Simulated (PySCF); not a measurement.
Method: PBE-D3(BJ)/def2-TZVP // B3LYP-D3(BJ)/def2-TZVP (PySCF). Gas-phase values, no solvent. One relaxed conformer stands for a flexible species; it need not be the lowest. Excitations are Tamm–Dancoff values on a coarser integration grid. The basis has no diffuse functions, so Rydberg states are missing or too high.

Reference species (SMILES): `SB(S)Cl` (H–S–B–Cl torsion 180°, Cl–B–S–H torsion 0°) (neutral, multiplicity 1).

```yaml
LUMO: -1.90 eV
HOMO–LUMO gap: 4.68 eV
brightest of the four lowest singlets (TDA): 5.64 eV
S1 oscillator strength: 0.000
```

Changed species: `SB(Cl)Cl` (H–S–B–Cl torsion 0°) (1 of 3 Cl replaced by SH; the reference has 2 of 3 Cl replaced by SH).

**Question.** What does the change do to the LUMO, HOMO–LUMO gap, brightest of the four lowest singlets (TDA) and S1 oscillator strength?

**Answer.** the LUMO decreases by 0.35 eV, to -2.25 eV; the HOMO–LUMO gap rises by 0.21 eV, to 4.89 eV; the brightest of the four lowest singlets (TDA) goes up by 0.28 eV, to 5.92 eV; the S1 oscillator strength is nearly the same.
